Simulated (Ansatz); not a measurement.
Consider the cleavage of the Si–Ga bond: `C[SiH](O)[GaH2]` + CH₃OH → `CO[SiH](C)O` + `[GaH3]`.

Calculated with Ansatz (gas phase, PBE0-D4/def2-TZVP geometries, no zero-point term in ΔE). CCSD(T)/CBS is the MP2 limit (def2-TZVPP, def2-QZVPP) plus CCSD(T) − MP2 in def2-TZVPP, frozen cores. This one scheme is used for every species. For Ga outer-core shells are correlated without core-valence functions, which leaves a few kJ/mol of doubt a bond. Scalar relativity is left out up to krypton. One conformer a species, not always the lowest.

`C[SiH](O)[GaH2]`:

Z-matrix (Å, degrees):
```
C
Si 1 1.872
H 1 1.094 2 110.2
H 1 1.094 2 111.3 3 119.2
H 1 1.092 2 111.3 3 -119.8
O 2 1.664 1 111.6 3 -179.9
Ga 2 2.424 1 114.1 3 64.6
H 2 1.498 1 106.9 3 -60.3
H 6 0.959 2 117.6 1 67.4
H 7 1.578 2 121.2 1 30.4
H 7 1.575 2 122.1 1 -150.8
```

CH₃OH:

```xyz
6

C     0.308    0.171   -0.051
O    -1.090    0.008    0.007
H     0.497    1.204   -0.346
H     0.776   -0.487   -0.794
H     0.790    0.001    0.920
H    -1.281   -0.897    0.264
```

`CO[SiH](C)O`:

```xyz
13

C     1.344    1.679   -0.033
O     0.996    0.323   -0.157
Si   -0.487   -0.269    0.217
C    -0.417   -2.091   -0.068
O    -1.673    0.357   -0.741
H     2.426    1.772   -0.140
H     0.868    2.284   -0.813
H     1.060    2.084    0.946
H    -0.795    0.115    1.627
H    -0.240   -2.298   -1.126
H     0.392   -2.543    0.509
H    -1.359   -2.564    0.220
H    -2.115    1.151   -0.442
```

`[GaH3]`:

```xyz
4

Ga   -0.001    0.000    0.000
H    -0.841    0.589   -1.186
H     0.283    0.874    1.271
H     0.559   -1.463   -0.086
```

| level | ΔE (kcal/mol) |
| --- | --- |
| MP2/def2-QZVPP | -28.7 |
| MP2/CBS(def2) | -28.3 |

(1) What does CCSD(T)/CBS give? (Estimate.)

Largest T1 diagnostic among the species: 0.013.

Results:

(1) Computed: -27.0 kcal/mol. The listed levels differ from it by -1.7, -1.3 kcal/mol.

In def2-TZVPP, CCSD(T) changes the Hartree–Fock value by +4.2 kcal/mol (the triples alone add +0.4 kcal/mol) and MP2 by +2.9 kcal/mol. From PBE to PBE0 (25 % exact exchange), in def2-TZVPP and without D4, ΔE moves by −1.6 kcal/mol.
